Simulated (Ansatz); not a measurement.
CH$_{3}$ClFNOSi, SMILES `NC(=O)[SiH](F)Cl`. Total charge 0; spin multiplicity 1. Geometry: relaxed with PBE0-D4/def2-TZVP. It is one conformer, not always the lowest.

```xyz
9

N    -0.092    1.498    0.498
C     0.650    0.444    0.100
O     1.858    0.475   -0.049
Si   -0.211   -1.215   -0.259
F    -1.717   -1.151    0.272
Cl   -0.254   -1.518   -2.267
H    -1.086    1.419    0.623
H     0.361    2.379    0.685
H     0.491   -2.330    0.397
```

Q: What is the dipole moment at PBE/def2-TZVPP? (Best estimate.)

A: Ansatz gave: 2.89 D, with components (-2.03, 1.58, 1.32) D in this frame, pointing from negative to positive charge.

Q: And with r2SCAN, B3LYP, ωB97M-V? (An estimate is asked.)

A: The calculation gave: r2SCAN 2.96 D, B3LYP 2.91 D, ωB97M-V 2.92 D.

Q: Give the Mulliken charges with PBE, r2SCAN, ωB97M-V in def2-TZVPP. (Best estimate.)

A: Ansatz gave: 
```csv
atom,PBE,r2SCAN,ωB97M-V
N1,-0.23,-0.29,-0.20
C2,0.10,0.19,0.14
O3,-0.29,-0.36,-0.34
Si4,0.58,0.69,0.61
F5,-0.27,-0.32,-0.31
Cl6,-0.19,-0.22,-0.18
H7,0.18,0.19,0.15
H8,0.18,0.19,0.15
H9,-0.06,-0.07,-0.02
```

B3LYP here is the variant with VWN-RPA as its local correlation; programs differ in this.
